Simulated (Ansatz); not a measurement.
Calculated with Ansatz (gas phase, PBE0-D4/def2-TZVP geometries, no zero-point term in ΔE). CCSD(T)/CBS is the MP2 limit (def2-TZVPP, def2-QZVPP) plus CCSD(T) − MP2 in def2-TZVPP, frozen cores. One conformer a species, not always the lowest.

`OB[SiH](F)[AlH2]` + CH₃NH₂ → `CNBO` + `F[SiH2][AlH2]`  (cleavage of the B–Si bond)

```csv
species,CCSD(T)/CBS(def2) energy (Eh)
`OB[SiH](F)[AlH2]`,-733.93198
CH₃NH₂,-95.75281
`CNBO`,-196.42143
`F[SiH2][AlH2]`,-633.31837
```

(1) Work out ΔE.

Largest T1 diagnostic among the species: 0.014.

## Answers

(1) ΔE = (-196.42143) + (-633.31837) − (-733.93198) − (-95.75281) = -0.05501 Eh = -34.5 kcal/mol.

From PBE to PBE0 (25 % exact exchange), in def2-TZVPP and without D4, ΔE moves by −1.3 kcal/mol. At CCSD(T), def2-SVP lies −2.7 kcal/mol from the extrapolated value and def2-TZVPP −0.3 kcal/mol.
